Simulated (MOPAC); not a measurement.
MOPAC input (AM1):

```
AM1 PRECISE GNORM=0.05 LET XYZ GEO-OK AUX(PRECISION=9) THREADS=1
C2H9NSi2

C     2.37515900 1   -0.41602000 1    0.29645000 1
C     1.37149500 1    0.45719000 1    0.20096200 1
N     0.01516000 1    0.15895400 1   -0.00270500 1
Si   -0.49241600 1   -1.50456400 1   -0.18287300 1
Si   -1.17216700 1    1.44103100 1   -0.03664800 1
H     2.23901200 1   -1.48797400 1    0.23089200 1
H     3.38298400 1   -0.05924200 1    0.44642200 1
H     1.58754100 1    1.51775400 1    0.27982700 1
H    -1.95979000 1   -1.44914700 1   -0.36597100 1
H    -0.16546700 1   -2.30255000 1    1.02030300 1
H     0.14598500 1   -2.13384500 1   -1.36062500 1
H    -0.43419300 1    2.72238700 1    0.01080100 1
H    -1.98231000 1    1.36531600 1   -1.27328700 1
H    -2.09564500 1    1.35706900 1    1.11939000 1
```

Output:

```
 *******************************************************************************
 **                                                                           **
 **                              MOPAC v23.2.5                                **
 **                                                                           **
 *******************************************************************************
 ** MOPAC's Digital Object Identifier: https://doi.org/10.5281/zenodo.6511958 **
 **                                                                           **
 ** Please cite the open-source release paper for use of this MOPAC version:  **
 ** J. E. Moussa and J. J. P. Stewart (2026)                                  **
 ** MOPAC: An open-source semiempirical molecular orbital program             **
 ** J. Open Source Softw., 11(119), 8025, https://doi.org/10.21105/joss.08025 **
 *******************************************************************************

                              AM1 CALCULATION RESULTS

 *******************************************************************************
 *  AM1        - The AM1 Hamiltonian to be used
 *  GEO-OK     - OVERRIDE INTERATOMIC DISTANCE AND OTHER SAFETY CHECKS
 *  LET        - OVERRIDE SOME SAFETY CHECKS
 *  PRECISE    - TIGHTER CRITERIA TO BE USED
 *  XYZ        - CARTESIAN COORDINATE SYSTEM TO BE USED
 *  GNORM      - EXIT WHEN GRADIENT NORM DROPS BELOW 0.050
 *  AUX        - OUTPUT AUXILIARY INFORMATION
 *******************************************************************************
AM1 PRECISE GNORM=0.05 LET XYZ GEO-OK AUX(PRECISION=9) THREADS=1
 C2H9NSi2

   ATOM   CHEMICAL          X               Y               Z
  NUMBER   SYMBOL      (ANGSTROMS)     (ANGSTROMS)     (ANGSTROMS)

     1       C          2.37515900  *  -0.41602000  *   0.29645000  *
     2       C          1.37149500  *   0.45719000  *   0.20096200  *
     3       N          0.01516000  *   0.15895400  *  -0.00270500  *
     4      Si         -0.49241600  *  -1.50456400  *  -0.18287300  *
     5      Si         -1.17216700  *   1.44103100  *  -0.03664800  *
     6       H          2.23901200  *  -1.48797400  *   0.23089200  *
     7       H          3.38298400  *  -0.05924200  *   0.44642200  *
     8       H          1.58754100  *   1.51775400  *   0.27982700  *
     9       H         -1.95979000  *  -1.44914700  *  -0.36597100  *
    10       H         -0.16546700  *  -2.30255000  *   1.02030300  *
    11       H          0.14598500  *  -2.13384500  *  -1.36062500  *
    12       H         -0.43419300  *   2.72238700  *   0.01080100  *
    13       H         -1.98231000  *   1.36531600  *  -1.27328700  *
    14       H         -2.09564500  *   1.35706900  *   1.11939000  *

          CARTESIAN COORDINATES

    NO.       ATOM           X           Y           Z

     1         C          2.3752     -0.4160      0.2965
     2         C          1.3715      0.4572      0.2010
     3         N          0.0152      0.1590     -0.0027
     4        Si         -0.4924     -1.5046     -0.1829
     5        Si         -1.1722      1.4410     -0.0366
     6         H          2.2390     -1.4880      0.2309
     7         H          3.3830     -0.0592      0.4464
     8         H          1.5875      1.5178      0.2798
     9         H         -1.9598     -1.4491     -0.3660
    10         H         -0.1655     -2.3026      1.0203
    11         H          0.1460     -2.1338     -1.3606
    12         H         -0.4342      2.7224      0.0108
    13         H         -1.9823      1.3653     -1.2733
    14         H         -2.0956      1.3571      1.1194

  H: (AM1): M.J.S. DEWAR ET AL, J. AM. CHEM. SOC. 107 3902-3909 (1985)
  C: (AM1): M.J.S. DEWAR ET AL, J. AM. CHEM. SOC. 107 3902-3909 (1985)
  N: (AM1): M.J.S. DEWAR ET AL, J. AM. CHEM. SOC. 107 3902-3909 (1985)
 Si: (AM1): M.J.S.DEWAR, C. JIE, ORGANOMETALLICS, 6, 1486-1490 (1987).

           Empirical Formula: C2 H9 N Si2  =    14 atoms

      MOLECULAR POINT GROUP   :   C1

      RHF CALCULATION, NO. OF DOUBLY OCCUPIED LEVELS = 15

          Geometry optimization using EF

          DIAGONAL MATRIX USED AS START HESSIAN

 CYCLE:     1  GRAD.:    74.268 HEAT: 0.7375518
 CYCLE:     2  GRAD.:   511.668 HEAT:  29.85482
 CYCLE:     3  GRAD.:   228.280 HEAT:  15.68775
 CYCLE:     4  GRAD.:   119.116 HEAT:  2.154116
 CYCLE:     5  GRAD.:   337.920 HEAT:  18.77273
 CYCLE:     6  GRAD.:   333.611 HEAT:  24.12577
 CYCLE:     7  GRAD.:   149.057 HEAT:  4.050107
 CYCLE:     8  GRAD.:   318.018 HEAT:  27.61749
 CYCLE:     9  GRAD.:   174.648 HEAT:  4.619335
 CYCLE:    10  GRAD.:   344.640 HEAT:  28.74424
 CYCLE:    11  GRAD.:   169.322 HEAT:  7.548453
 CYCLE:    12  GRAD.:   368.647 HEAT:  25.96359
 CYCLE:    13  GRAD.:   146.968 HEAT:  5.088682
 CYCLE:    14  GRAD.:   283.061 HEAT:  18.97890
 CYCLE:    15  GRAD.:    32.660 HEAT: -2.045637
 CYCLE:    16  GRAD.:    63.351 HEAT:-0.8091778
 CYCLE:    17  GRAD.:    14.673 HEAT: -2.572742
 CYCLE:    18  GRAD.:    15.229 HEAT: -2.591014
 CYCLE:    19  GRAD.:     3.986 HEAT: -2.710638
 CYCLE:    20  GRAD.:     7.579 HEAT: -2.741802
 CYCLE:    21  GRAD.:     7.480 HEAT: -2.836750
 CYCLE:    22  GRAD.:     8.236 HEAT: -3.025317
 CYCLE:    23  GRAD.:    11.906 HEAT: -3.014178
 CYCLE:    24  GRAD.:     3.065 HEAT: -3.078727
 CYCLE:    25  GRAD.:     3.930 HEAT: -3.077933
 CYCLE:    26  GRAD.:     1.209 HEAT: -3.090439
 CYCLE:    27  GRAD.:     1.866 HEAT: -3.091088
 CYCLE:    28  GRAD.:     0.598 HEAT: -3.094790
 CYCLE:    29  GRAD.:     0.613 HEAT: -3.096715
 CYCLE:    30  GRAD.:     0.849 HEAT: -3.098244
 CYCLE:    31  GRAD.:     0.497 HEAT: -3.099445
 CYCLE:    32  GRAD.:     0.253 HEAT: -3.100127
 CYCLE:    33  GRAD.:     0.179 HEAT: -3.100276
 CYCLE:    34  GRAD.:     0.132 HEAT: -3.100318
 CYCLE:    35  GRAD.:     0.086 HEAT: -3.100356
 CYCLE:    36  GRAD.:     0.074 HEAT: -3.100389
 CYCLE:    37  GRAD.:     0.084 HEAT: -3.100443
 CYCLE:    38  GRAD.:     0.132 HEAT: -3.100537
 CYCLE:    39  GRAD.:     0.176 HEAT: -3.100693
 CYCLE:    40  GRAD.:     0.357 HEAT: -3.100312
 CYCLE:    41  GRAD.:     0.174 HEAT: -3.100979
 CYCLE:    42  GRAD.:     0.112 HEAT: -3.101036
 CYCLE:    43  GRAD.:     0.100 HEAT: -3.101068
 CYCLE:    44  GRAD.:     0.041 HEAT: -3.101106

     GRADIENT =  0.04088 IS LESS THAN CUTOFF =  0.05000

 -------------------------------------------------------------------------------
 AM1 PRECISE GNORM=0.05 LET XYZ GEO-OK AUX(PRECISION=9) THREADS=1
 C2H9NSi2

     GEOMETRY OPTIMISED USING EIGENVECTOR FOLLOWING (EF).
     SCF FIELD WAS ACHIEVED

                              AM1 CALCULATION
                                                       MOPAC v23.2.5 Linux

          FINAL HEAT OF FORMATION =         -3.10111 KCAL/MOL =     -12.97503 KJ/MOL

          COSMO AREA              =        156.35 SQUARE ANGSTROMS
          COSMO VOLUME            =        157.79 CUBIC ANGSTROMS

          GRADIENT NORM           =          0.04088          =       0.01092 PER ATOM
          IONIZATION POTENTIAL    =          8.889574 EV
          HOMO LUMO ENERGIES (EV) =         -8.890  1.108
          NO. OF FILLED LEVELS    =         15
          MOLECULAR WEIGHT        =        103.2708         POINT GROUP:  C1

          MOLECULAR DIMENSIONS (Angstroms)

            Atom       Atom       Distance
            H    13    H     7     5.75315
            H    12    H    11     4.90213
            H    10    H    13     2.39728

          SCF CALCULATIONS        =         45

   ATOM   CHEMICAL          X               Y               Z
  NUMBER   SYMBOL      (ANGSTROMS)     (ANGSTROMS)     (ANGSTROMS)

     1       C          2.29131994  *  -0.43307169  *   0.27692214  *
     2       C          1.27340143  *   0.44393818  *   0.19291073  *
     3       N         -0.06192896  *   0.14294050  *  -0.00285304  *
     4      Si         -0.42022842  *  -1.54278923  *  -0.17425221  *
     5      Si         -1.11909640  *   1.51027730  *  -0.02877592  *
     6       H          2.18736820  *  -1.52193870  *   0.20068603  *
     7       H          3.31506148  *  -0.07483136  *   0.43236751  *
     8       H          1.49868991  *   1.53120490  *   0.28582134  *
     9       H         -1.85917888  *  -1.73677458  *  -0.39093256  *
    10       H         -0.05631515  *  -2.32388771  *   1.01315778  *
    11       H          0.27281459  *  -2.15631820  *  -1.31245380  *
    12       H         -0.38944335  *   2.78133981  *   0.01289264  *
    13       H         -1.95313938  *   1.52516836  *  -1.23639149  *
    14       H         -2.04352638  *   1.50635867  *   1.11129980  *

                             CARTESIAN COORDINATES

   1    C        2.291319936    -0.433071691     0.276922143
   2    C        1.273401429     0.443938180     0.192910730
   3    N       -0.061928958     0.142940503    -0.002853044
   4   Si       -0.420228419    -1.542789229    -0.174252209
   5   Si       -1.119096399     1.510277304    -0.028775923
   6    H        2.187368198    -1.521938699     0.200686035
   7    H        3.315061482    -0.074831358     0.432367510
   8    H        1.498689912     1.531204897     0.285821340
   9    H       -1.859178876    -1.736774584    -0.390932556
  10    H       -0.056315146    -2.323887714     1.013157782
  11    H        0.272814588    -2.156318199    -1.312453798
  12    H       -0.389443347     2.781339813     0.012892635
  13    H       -1.953139379     1.525168365    -1.236391488
  14    H       -2.043526384     1.506358669     1.111299801

           Empirical Formula: C2 H9 N Si2  =    14 atoms

      MOLECULAR POINT GROUP   :   C1

                  EIGENVALUES
 -36.70606 -29.61628 -21.56542 -18.19990 -16.48854 -15.25422 -14.98554 -14.66265
 -13.14502 -12.31963 -12.06408 -12.02109 -11.72877 -11.27488  -8.88957   1.10777
   1.30185   1.34537   1.54543   1.58125   1.72857   1.92862   2.11550   2.58975
   3.94717   4.55672   5.08473   5.53128   5.94256

              NET ATOMIC CHARGES AND DIPOLE CONTRIBUTIONS

  ATOM NO.   TYPE          CHARGE      No. of ELECS.   s-Pop       p-Pop
    1          C          -0.329884        4.3299     1.24146     3.08842
    2          C          -0.036642        4.0366     1.21699     2.81965
    3          N          -0.729221        5.7292     1.53963     4.18959
    4         Si           0.967423        3.0326     0.81805     2.21452
    5         Si           0.976516        3.0235     0.81896     2.20452
    6          H           0.120758        0.8792     0.87924
    7          H           0.124126        0.8759     0.87587
    8          H           0.132339        0.8677     0.86766
    9          H          -0.201105        1.2011     1.20110
   10          H          -0.204765        1.2048     1.20476
   11          H          -0.203826        1.2038     1.20383
   12          H          -0.195552        1.1956     1.19555
   13          H          -0.207819        1.2078     1.20782
   14          H          -0.212349        1.2123     1.21235
 DIPOLE           X         Y         Z       TOTAL
 POINT-CHG.    -0.658     0.471    -0.097     0.815
 HYBRID         0.539     0.136     0.078     0.561
 SUM           -0.119     0.607    -0.019     0.619

          ATOMIC ORBITAL ELECTRON POPULATIONS

     Atom    s        px        py        pz
    1  C   1.24146   0.97098   0.98560   1.13184
    2  C   1.21699   0.85387   0.98829   0.97749
    3  N   1.53963   1.14509   1.26298   1.78152
    4 Si   0.81805   0.77859   0.63924   0.79669
    5 Si   0.81896   0.72382   0.68567   0.79503
    6  H   0.87924
    7  H   0.87587
    8  H   0.86766
    9  H   1.20110
   10  H   1.20476
   11  H   1.20383
   12  H   1.19555
   13  H   1.20782
   14  H   1.21235

 **********************
 *                    *
 * JOB ENDED NORMALLY *
 *                    *
 **********************

 == MOPAC DONE ==
```

The geometry given is a B3LYP-D3(BJ)/def2-TZVP minimum.
